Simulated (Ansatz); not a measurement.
Two isomers of CH6F2SiSn: A = `FC[SiH2][SnH2][F]`, B = `F[SiH2][CH](F)[SnH3]`.

Gas-phase electronic energies from Ansatz, PBE0-D4/def2-TZVP geometries. CCSD(T)/CBS adds triple-zeta CCSD(T) − MP2 to the extrapolated MP2 energy (def2 sets, frozen cores). Functionals use def2-TZVPP. Elements past krypton have def2 core potentials. For Sn outer-core shells are correlated without core-valence functions, which leaves a few kJ/mol of doubt a bond. One conformer a species, not always the lowest.

(1) Which is lower in electronic energy at CCSD(T)/CBS, and by how much? (Estimate.)

(2) Give E(B) − E(A) in kJ/mol with MP2/def2-TZVPP, r2SCAN-D4, CCSD(T)/def2-TZVPP, HF/def2-TZVPP, B2PLYP, ωB97M-V, CCSD/def2-TZVPP. (Best estimate.)

Largest T1 diagnostic: 0.013.

Results:

(1) The calculation gave: B, by 27.7 kJ/mol.

(2) Ansatz gave: MP2/def2-TZVPP -38.4, r2SCAN-D4 -21.3, CCSD(T)/def2-TZVPP -35.7, HF/def2-TZVPP -28.9, B2PLYP -25.9, ωB97M-V -29.4, CCSD/def2-TZVPP -35.7. None reverses the order clearly.

In def2-TZVPP, CCSD(T) changes the Hartree–Fock value by −6.7 kJ/mol (the triples alone add +0.0 kJ/mol) and MP2 by −9.4 kJ/mol. From PBE to PBE0 (25 % exact exchange), in def2-TZVPP and without D4, E(B) − E(A) moves by −6.4 kJ/mol.
